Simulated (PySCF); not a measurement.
**Which determinant of SiHg⁺ lies lowest?**

Unrestricted PBE0; PySCF, scalar-relativistic core potentials, basis sets Si def2-SVPD, Hg def2-SVPD with ECP60. Outer shells of the fragments: Si+ 3s2 3p1; Hg 5d10 6s2.

Followed along the bond (rough minima from three points):

```json
{"2Ms+1": "2", "unpaired": "π ↑", "⟨S²⟩ at the start": "0.76", "R at minimum (Å)": "2.63", "Te (eV)": "0.00"}
{"2Ms+1": "2", "unpaired": "σ ↑", "⟨S²⟩ at the start": "0.76", "R at minimum (Å)": "none in the scan", "Te (eV)": "≤ 1.14"}
{"2Ms+1": "4", "unpaired": "σ ↑, π ↑↑", "⟨S²⟩ at the start": "3.76", "R at minimum (Å)": "none in the scan", "Te (eV)": "≤ 2.43"}
```

Solutions found at the starting distance of 2.590 Å, counted from the lowest of them; the search is not exhaustive and high or unbound solutions are not listed, so other states can lie among these:

```json
{"2Ms+1": "2", "unpaired": "π ↑", "term": "²Π", "E (eV)": "0.00", "⟨S²⟩": "0.76", "⟨Lz²⟩": "1.01", "μ (D)": "-4.36"}
{"2Ms+1": "2", "unpaired": "σ ↑", "term": "²Σ⁺", "E (eV)": "1.31", "⟨S²⟩": "0.76", "⟨Lz²⟩": "0.00", "μ (D)": "-7.31"}
{"2Ms+1": "4", "unpaired": "σ ↑, π ↑↑", "term": "⁴Σ⁻", "E (eV)": "2.48", "⟨S²⟩": "3.76", "⟨Lz²⟩": "0.00", "μ (D)": "-1.94"}
{"2Ms+1": "4", "unpaired": "σ ↑↑, π ↑", "term": "⁴Π", "E (eV)": "2.95", "⟨S²⟩": "3.75", "⟨Lz²⟩": "1.01", "μ (D)": "-4.52"}
{"2Ms+1": "2", "unpaired": "σ ↓, π ↑↑", "term": "mixed", "E (eV)": "3.08", "⟨S²⟩": "1.77", "⟨Lz²⟩": "0.00", "μ (D)": "-1.47"}
{"2Ms+1": "2", "unpaired": "σ ↑, π ↑↓", "term": "mixed", "E (eV)": "3.11", "⟨S²⟩": "1.77", "⟨Lz²⟩": "2.02", "μ (D)": "-1.71"}
{"2Ms+1": "2", "unpaired": "σ ↑", "term": "mixed", "E (eV)": "4.05", "⟨S²⟩": "0.76", "⟨Lz²⟩": "2.00", "μ (D)": "-1.99"}
{"2Ms+1": "4", "unpaired": "σ ↑, π ↑↑", "term": "mixed", "E (eV)": "6.53", "⟨S²⟩": "3.77", "⟨Lz²⟩": "2.02", "μ (D)": "-6.40"}
{"2Ms+1": "2", "unpaired": "π ↑", "term": "²Π", "E (eV)": "8.22", "⟨S²⟩": "0.99", "⟨Lz²⟩": "1.01", "μ (D)": "-0.25"}
{"2Ms+1": "4", "unpaired": "π ↑↑, δ ↑", "term": "⁴Δ", "E (eV)": "8.37", "⟨S²⟩": "3.76", "⟨Lz²⟩": "4.00", "μ (D)": "-1.56"}
```

A term symbol is given only where ⟨S²⟩ and ⟨Lz²⟩ are close to those of a pure state; real π, δ and φ orbitals otherwise mix terms. A positive dipole points towards Hg; it is taken about the centre of mass and depends on that origin.

Spin–orbit coupling is left out. Counting both spins, an empty level lies below a filled one in some of these solutions, because spin and occupation are held.
